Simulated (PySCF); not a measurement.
# Assigning NMR signals

Structure with atom numbers: `[CH2:1]=[CH:2][CH2:3][C:4](/[CH:5]=[N:6]\[CH3:7])=[CH:8]\[CH2:9][CH3:10]`; H(Xn) means a hydrogen on atom n. Ha(C1) is cis to C3; Hb(C1) is trans to C3.

No solvent model, non-relativistic Hamiltonian, fast rotation and ring inversion assumed for equivalent nuclei, one computed conformer. Structure optimised with GFN2-xTB; σ from GIAO-PBE0/pcSseg-1; PySCF 2.14.0 with density-fitted response routines.

δ = σ(ref) − σ, references computed at the same level: ¹³C (186.93 ppm), ¹H (31.72 ppm) against TMS.

Question: Assign these signals to the numbered atoms. ¹³C{¹H} NMR (computed): δ 166.2 (CH), 145.2 (CH), 143.2 (CH), 133.8 (C), 122.4 (CH2), 43.7 (CH3), 39.5 (CH2), 26.5 (CH2), 17.0 (CH3).

Answer: 
```tsv
δ (ppm)	atoms	environment	reason
166.2	C5	C=N carbon	–
145.2	C2	alkene CH	the olefinic region
143.2	C8	alkene CH	–
133.8	C4	fully substituted alkene carbon	the olefinic region
122.4	C1	terminal =CH2 carbon	the olefinic region
43.7	C7	methyl carbon bonded to N	the inductive effect lowers its shielding
39.5	C3	allylic sp3 CH2	a saturated carbon with 2 carbon neighbours and no heteroatom attached
26.5	C9	allylic sp3 CH2	–
17.0	C10	methyl carbon	saturated and bonded to C and H only
```

C2 and C8 lie closer than the usual error of such a calculation, so a measured spectrum could show them in the other order.

Question: Assign these signals to the numbered atoms. ¹H NMR (400 MHz, computed): δ 8.09 (s, 1H), 5.99 (m, 1H), 5.60 (t, 1H), 5.45 (m, 1H), 5.33 (m, 1H), 3.71 (s, 3H), 2.93 (d, 2H), 2.32 (m, 2H), 1.17 (t, 3H).

Answer: 
| δ (ppm) | atoms | environment | reason |
| --- | --- | --- | --- |
| 8.09 | H(C5) | hydrogen on a C=N carbon | – |
| 5.99 | H(C2) | hydrogen on an alkene CH | attached to an sp2 carbon and in the plane of the double bond |
| 5.60 | H(C8) | hydrogen on an alkene CH | – |
| 5.45 | Ha(C1) | hydrogen on a terminal =CH2 carbon | a vinylic proton, deshielded by the sp2 carbon and the C=C anisotropy |
| 5.33 | Hb(C1) | hydrogen on a terminal =CH2 carbon | – |
| 3.71 | H(C7) | hydrogen on a methyl carbon bonded to N | its carbon carries N, which withdraws density |
| 2.93 | H(C3) | hydrogen on an allylic sp3 CH2 | allylic position |
| 2.32 | H(C9) | hydrogen on an allylic sp3 CH2 | – |
| 1.17 | H(C10) | hydrogen on a methyl carbon | – |

Shifts are as computed. Against solution values, carbons near 30 ppm lie about +3 ppm off and those near 130 ppm about +5 ppm. Of 1211 compounds with measured shifts, 218 miss one by over three times the rms of a fit or turn the order of signals round; such compounds aren't used in these exercises. No couplings were computed; multiplicities are counted from neighbouring protons, with m where these are inequivalent, close in shift, in a saturated or five-membered ring or joined by F or P, and br s for small geminal =CH2 splittings.
